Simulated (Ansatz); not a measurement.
`CO[SiH](N)O` + HBr → `N[SiH](O)Br` + CH₃OH  (ligand exchange at the Si–O bond)

Calculated with Ansatz (gas phase, PBE0-D4/def2-TZVP geometries, no zero-point term in ΔE). CBS: MP2 limit from def2 TZ/QZ plus the TZ coupled-cluster correction, frozen cores. This one scheme is used for every species. Functionals use def2-TZVPP. B3LYP here is the variant with VWN-RPA as its local correlation; programs differ in this. For Br outer-core shells are correlated without core-valence functions, which leaves a few kJ/mol of doubt a bond. Scalar relativity is left out up to krypton. One conformer a species, not always the lowest.

```tsv
level	ΔE (kJ/mol)	difference from CCSD(T)/CBS
BLYP-D4	11.0	3.6
r2SCAN-D4	7.3	-0.1
B97M-V	12.9	5.5
B3LYP-D4	11.1	3.7
r2SCAN0-D4	6.7	-0.7
CAM-B3LYP-D4	16.3	8.9
B2PLYP	11.0	3.6
PBE0	0.0	-7.4
r2SCANh	6.4	-1.0
r2SCAN0	6.1	-1.3
BHLYP	13.1	5.7
LC-ωPBE	5.6	-1.8
MP2/def2-SVP	9.6	2.2
CCSD/def2-SVP	14.1	6.7
HF/def2-TZVPP	14.1	6.7
CCSD/def2-TZVPP	14.4	7.0
CCSD(T)/CBS	7.4	0
```

Largest T1 diagnostic among the species: 0.011.

Leaving LDA and LC-ωPBE aside and taking each functional with its dispersion term where it has one, the values, not all of them listed here, spread over 16.5 kJ/mol, from PBE-D4 to CAM-B3LYP-D4. LDA lies +9.3 kJ/mol from PBE without D4. At CCSD(T), def2-SVP lies +6.6 kJ/mol from the extrapolated value and def2-TZVPP +6.3 kJ/mol.
